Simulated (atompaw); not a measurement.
**An all-electron radial function and its pseudo partner (technetium (Tc))**

Columns: radius, all-electron u(r) and pseudo u(r) of the 5s shell (level -5.33 eV) of technetium in the configuration [Ar] 3d10 4s2 4p6 4d5 5s1.75 5p0.25; PBEsol, scalar-relativistic, PAW (atompaw) scheme, atompaw 4.2.0.5.

| r (bohr) | all-electron | pseudo |
| --- | --- | --- |
| 0.085 | -0.1113 | -0.0108 |
| 0.169 | -0.0108 | -0.0207 |
| 0.254 | 0.1522 | -0.0292 |
| 0.338 | 0.1742 | -0.0353 |
| 0.423 | 0.0871 | -0.0385 |
| 0.508 | -0.0395 | -0.0383 |
| 0.592 | -0.1551 | -0.0340 |
| 0.677 | -0.2389 | -0.0255 |
| 0.762 | -0.2827 | -0.0123 |
| 0.846 | -0.2891 | 0.0053 |
| 0.931 | -0.2648 | 0.0276 |
| 1.015 | -0.2181 | 0.0540 |
| 1.100 | -0.1553 | 0.0847 |
| 1.185 | -0.0832 | 0.1192 |
| 1.269 | -0.0078 | 0.1562 |
| 1.354 | 0.0688 | 0.1961 |
| 1.438 | 0.1423 | 0.2372 |
| 1.523 | 0.2126 | 0.2797 |
| 1.608 | 0.2775 | 0.3225 |
| 1.692 | 0.3358 | 0.3640 |
| 1.777 | 0.3884 | 0.4046 |
| 1.862 | 0.4349 | 0.4431 |
| 1.946 | 0.4748 | 0.4782 |
| 2.031 | 0.5094 | 0.5104 |
| 2.115 | 0.5381 | 0.5382 |
| 2.200 | 0.5621 | 0.5621 |

Task: How many radial nodes do the two functions have?

Result: The all-electron 5s function has n − l − 1 = 4 (the table is too coarse to show those close to the nucleus); the pseudo-wave has 1, since 1 lower shell of the same l stays in the valence.

Task: Is the pseudo-wave norm-conserving?

Result: No, it belongs to a PAW set: the norm inside the radius is not constrained, and the difference is carried by the augmentation charge.
